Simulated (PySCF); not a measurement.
Spectra and structures to be paired. Level of theory: TDDFT CAM-B3LYP/def2-SVPD, vertical, gas phase, core orbitals frozen in the response (PySCF). Geometries: GFN2-xTB; one conformer of each isolated species. Triplets are in the Tamm–Dancoff approximation.

A. `C=CC[SiH2]NC=O`
B. `CC(C)C(C)C`
C. `CO[SiH]1C[SiH2]C1`

Lowest singlet levels (six at most, fewer where fewer were computed) with oscillator strengths:

1. 5.70 eV (f 0.001); 6.75 eV (f 0.264); 6.98 eV (f 0.148); 7.18 eV (f 0.067); 7.23 eV (f 0.003); 7.29 eV (f 0.024); T1 4.31 eV
2. 6.70 eV (f 0.009); 7.05 eV (f 0.000); 7.25 eV (f 0.051); 7.36 eV (f 0.004); 7.43 eV (f 0.033); 7.60 eV (f 0.142); T1 6.41 eV
3. 8.56 eV (f 0.005); 8.74 eV (f 0.010); 8.76 eV (f 0.018); 9.30 eV (f 0.009); 9.35 eV (f 0.015); 9.38 eV (f 0.019); T1 8.36 eV

Problem. Match each spectrum to its molecule.

Solution. 1 = A, 2 = C, 3 = B.
- A: S1 at 5.70 eV, HOMO-1→LUMO+3 (51%), HOMO-1→LUMO+1 (37%); Löwdin shares by element: HOMO carbon 75% or more, silicon 8% (atoms not listed hold the other 17%); LUMO carbon 41% or more, hydrogen 11% or more (atoms not listed hold the other 48%); HOMO -8.67 and LUMO 0.86 eV.
- B: S1 at 8.56 eV, HOMO→LUMO (91%); Löwdin shares by element: HOMO carbon 61% or more (atoms not listed hold the other 39%); LUMO carbon 39% or more (atoms not listed hold the other 61%); HOMO -10.03 and LUMO 1.38 eV; point group C2.
- C: S1 at 6.70 eV, HOMO→LUMO (81%); Löwdin shares by element: HOMO carbon 27% or more, silicon 26%, oxygen 16% (atoms not listed hold the other 31%); LUMO silicon 28%, carbon 20% or more (atoms not listed hold the other 52%); HOMO -8.94 and LUMO 0.98 eV.
